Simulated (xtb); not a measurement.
C4H9, charge -1, singlet, from a rough starting geometry; GFN2-xTB run with xtb.

Here is a job for xtb.
```
$ xtb mol.xyz --gfn 2 --chrg -1 --opt vtight --json

# file mol.xyz
13

C      0.00631321     0.01707164     0.50966435
C      0.04323752     1.44553537     0.05810731
H      0.01206002     1.51869517    -1.03295201
H     -0.86636629     1.99201766     0.46239587
H      0.88384862     1.95181473     0.44068916
C      1.26957075    -0.74777843     0.04166317
H      1.22085359    -0.72320573    -1.03459801
H      2.16187785    -0.20648135     0.38015229
H      1.30697360    -1.72528925     0.47130376
C     -1.22984377    -0.75560419     0.03456021
H     -1.30348761    -0.71738174    -1.02363272
H     -1.28968970    -1.73160327     0.41333229
H     -2.17152956    -0.19096617     0.44865667
```

What the program printed (banner, timings and long lists left out):

```
   ID    Z sym.   atoms
    1    6 C      1, 2, 6, 10
    2    1 H      3-5, 7-9, 11-13

           -------------------------------------------------
          |                Calculation Setup                |
           -------------------------------------------------

           -------------------------------------------------
          |                 G F N 2 - x T B                 |
           -------------------------------------------------

          ...................................................
          :                      SETUP                      :
          :.................................................:
          :  # basis functions                  25          :
          :  # atomic orbitals                  25          :
          :  # shells                           17          :
          :  # electrons                        26          :
          :  max. iterations                   250          :
          :  Hamiltonian                  GFN2-xTB          :
          :  restarted?                      false          :
          :  GBSA solvation                  false          :
          :  PC potential                    false          :
          :  electronic temp.          300.0000000     K    :
          :  accuracy                    1.0000000          :
          :  -> integral cutoff          0.2500000E+02      :
          :  -> integral neglect         0.1000000E-07      :
          :  -> SCF convergence          0.1000000E-05 Eh   :
          :  -> wf. convergence          0.1000000E-03 e    :
          :  Broyden damping             0.4000000          :
          :  net charge                         -1          :
          :  unpaired electrons                  0          :
          ...................................................

 iter      E             dE          RMSdq      gap      omega  full diag
   1    -13.3302144 -0.133302E+02  0.388E+00    9.01       0.0  T
   2    -13.4182604 -0.880460E-01  0.176E+00    7.59       1.0  T
   3    -13.4204741 -0.221370E-02  0.946E-01    7.95       1.0  T
   4    -13.4205971 -0.122968E-03  0.162E-01    7.90       1.0  T
   5    -13.4206205 -0.234049E-04  0.496E-02    7.90       1.0  T
   6    -13.4206206 -0.169764E-06  0.101E-02    7.90       2.7  T
   7    -13.4206208 -0.118444E-06  0.145E-03    7.90      19.2  T
   8    -13.4206208 -0.903166E-09  0.501E-04    7.90      55.4  T
   9    -13.4206208 -0.827571E-09  0.149E-04    7.90     186.0  T

   *** convergence criteria satisfied after 9 iterations ***

         :::::::::::::::::::::::::::::::::::::::::::::::::::::
         ::                     SUMMARY                     ::
         :::::::::::::::::::::::::::::::::::::::::::::::::::::
         :: total energy             -13.220846786409 Eh    ::
         :: gradient norm              0.128702440508 Eh/a0 ::
         :: HOMO-LUMO gap              7.901446597542 eV    ::
         ::.................................................::
         :: SCC energy               -13.420613949129 Eh    ::
         :: -> isotropic ES            0.129332082718 Eh    ::
         :: -> anisotropic ES          0.016476087226 Eh    ::
         :: -> anisotropic XC          0.004994303748 Eh    ::
         :: -> dispersion             -0.007912564511 Eh    ::
         :: repulsion energy           0.199767162720 Eh    ::
         :: add. restraining           0.000000000000 Eh    ::
         :: total charge              -1.000000000000 e     ::
         :::::::::::::::::::::::::::::::::::::::::::::::::::::

      -----------------------------------------------------------
     |                   =====================                   |
     |                        A N C O P T                        |
     |                   =====================                   |
     |               Approximate Normal Coordinate               |
     |                Rational Function Optimizer                |
      -----------------------------------------------------------
      -----------------------------------------------------------
     |                   =====================                   |
     |                        A N C O P T                        |
     |                   =====================                   |
     |               Approximate Normal Coordinate               |
     |                Rational Function Optimizer                |
      -----------------------------------------------------------

          ...................................................
          :                      SETUP                      :
          :.................................................:
          :   optimization level         verytight          :
          :   max. optcycles                   260          :
          :   ANC micro-cycles                  20          :
          :   degrees of freedom                33          :
          :.................................................:
          :   RF solver                   davidson          :
          :   write xtbopt.log                true          :
          :   linear?                        false          :
          :   energy convergence         0.1000000E-06 Eh   :
          :   grad. convergence          0.2000000E-03 Eh/α :
          :   maxmium RF displ.          1.0000000          :
          :   Hlow (freq-cutoff)         0.1000000E-01      :
          :   Hmax (freq-cutoff)         5.0000000          :
          :   S6 in model hess.         20.0000000          :
          ...................................................

generating ANC from exact Hessian ...
Using Lindh-Hessian (1995)
 Shifting diagonal of input Hessian by    3.5485527268432878E-003
 Lowest  eigenvalues of input Hessian
    0.000000    0.000000    0.000000    0.000000    0.000000    0.000000
    0.010000    0.010487    0.010728    0.014966    0.015693    0.019086
[...]
 * total energy  :   -13.2208468 Eh     change       -0.1838352E-10 Eh
 * total energy  :   -13.2381411 Eh     change       -0.1729435E-01 Eh
 * total energy  :   -13.2402186 Eh     change       -0.2077437E-02 Eh
 * total energy  :   -13.2404087 Eh     change       -0.1901402E-03 Eh
 * total energy  :   -13.2404470 Eh     change       -0.3829501E-04 Eh
 * total energy  :   -13.2404551 Eh     change       -0.8125513E-05 Eh
 * total energy  :   -13.2404575 Eh     change       -0.2323223E-05 Eh
 * total energy  :   -13.2404583 Eh     change       -0.8753820E-06 Eh
 * total energy  :   -13.2404587 Eh     change       -0.3421714E-06 Eh
 * total energy  :   -13.2404588 Eh     change       -0.7923060E-07 Eh
   *** GEOMETRY OPTIMIZATION CONVERGED AFTER 10 ITERATIONS ***
         :: total energy             -13.240458753375 Eh    ::
[...]
         ::.................................................::
         :: SCC energy               -13.415961792078 Eh    ::
         :: -> isotropic ES            0.123054943742 Eh    ::
         :: -> anisotropic ES          0.016614654767 Eh    ::
         :: -> anisotropic XC          0.005203243639 Eh    ::
         :: -> dispersion             -0.008024070063 Eh    ::
         :: repulsion energy           0.175503038703 Eh    ::
         :: add. restraining           0.000000000000 Eh    ::
         :: total charge              -1.000000000000 e     ::
         :::::::::::::::::::::::::::::::::::::::::::::::::::::

           -------------------------------------------------
          |                Property Printout                |
           -------------------------------------------------

    * Orbital Energies and Occupations

         #    Occupation            Energy/Eh            Energy/eV
      -------------------------------------------------------------
         1        2.0000           -0.3751710             -10.2089
         2        2.0000           -0.3621744              -9.8553
         3        2.0000           -0.3621715              -9.8552
         4        2.0000           -0.2959579              -8.0534
         5        2.0000           -0.2748314              -7.4785
         6        2.0000           -0.2709644              -7.3733
         7        2.0000           -0.2709584              -7.3732
         8        2.0000           -0.2486334              -6.7657
         9        2.0000           -0.2486278              -6.7655
        10        2.0000           -0.2403345              -6.5398
        11        2.0000           -0.1831212              -4.9830
        12        2.0000           -0.1831090              -4.9826
        13        2.0000           -0.0451467              -1.2285 (HOMO)
        14                          0.3215491               8.7498 (LUMO)
        15                          0.3215858               8.7508
        16                          0.3295152               8.9666
        17                          0.3611287               9.8268
        18                          0.3764303              10.2432
        19                          0.3764521              10.2438
        20                          0.4031022              10.9690
        21                          0.4031222              10.9695
        22                          0.4367239              11.8839
        23                          0.4479782              12.1901
        24                          0.4859611              13.2237
        25                          0.4859806              13.2242
      -------------------------------------------------------------
                  HL-Gap            0.3666958 Eh            9.9783 eV
             Fermi-level            0.1382012 Eh            3.7606 eV

     #   Z          covCN         q      C6AA      α(0)
     1   6 C        2.923    -0.298    36.297     9.880
     2   6 C        3.755    -0.042    21.378     6.593
     3   1 H        0.919    -0.082     4.966     3.485
     4   1 H        0.924    -0.055     4.221     3.213
     5   1 H        0.924    -0.055     4.221     3.213
     6   6 C        3.755    -0.042    21.378     6.593
     7   1 H        0.919    -0.082     4.966     3.485
     8   1 H        0.924    -0.055     4.221     3.213
     9   1 H        0.924    -0.055     4.221     3.213
    10   6 C        3.755    -0.042    21.378     6.593
    11   1 H        0.919    -0.082     4.967     3.485
    12   1 H        0.924    -0.055     4.221     3.213
    13   1 H        0.924    -0.055     4.221     3.213

 Mol. C6AA /au·bohr⁶  :       1509.341326
 Mol. C8AA /au·bohr⁸  :      29870.331946
 Mol. α(0) /au        :         59.391355

Wiberg/Mayer (AO) data.
largest (>0.10) Wiberg bond orders for each atom

 ---------------------------------------------------------------------------
     #   Z sym  total        # sym  WBO       # sym  WBO       # sym  WBO
 ---------------------------------------------------------------------------
     1   6 C    3.056 --    10 C    0.991     6 C    0.991     2 C    0.991
     2   6 C    3.949 --     1 C    0.991     4 H    0.985     5 H    0.985
                             3 H    0.958
     3   1 H    0.993 --     2 C    0.958
     4   1 H    0.997 --     2 C    0.985
     5   1 H    0.997 --     2 C    0.985
     6   6 C    3.949 --     1 C    0.991     8 H    0.985     9 H    0.985
                             7 H    0.958
     7   1 H    0.993 --     6 C    0.958
     8   1 H    0.997 --     6 C    0.985
     9   1 H    0.997 --     6 C    0.985
    10   6 C    3.949 --     1 C    0.991    12 H    0.985    13 H    0.985
                            11 H    0.958
    11   1 H    0.993 --    10 C    0.958
    12   1 H    0.997 --    10 C    0.985
    13   1 H    0.997 --    10 C    0.985
 ---------------------------------------------------------------------------

Topologies differ in total number of bonds
Writing topology from bond orders to xtbtopo.mol

molecular dipole:
                 x           y           z       tot (Debye)
 q only:       -0.007      -0.018      -0.150
   full:       -0.013      -0.014      -0.914       2.323
molecular quadrupole (traceless):
                xx          xy          yy          xz          yz          zz
 q only:       -1.289      -0.001      -1.290       0.026      -0.024       2.579
  q+dip:       -0.009      -0.001      -0.008      -0.008      -0.026       0.017
   full:        0.227      -0.001       0.227      -0.014      -0.022      -0.455

optimized geometry written to: xtbopt.xyz

           -------------------------------------------------
          | TOTAL ENERGY              -13.240458753375 Eh   |
          | GRADIENT NORM               0.000067637500 Eh/α |
          | HOMO-LUMO GAP               9.978299415023 eV   |
           -------------------------------------------------
```
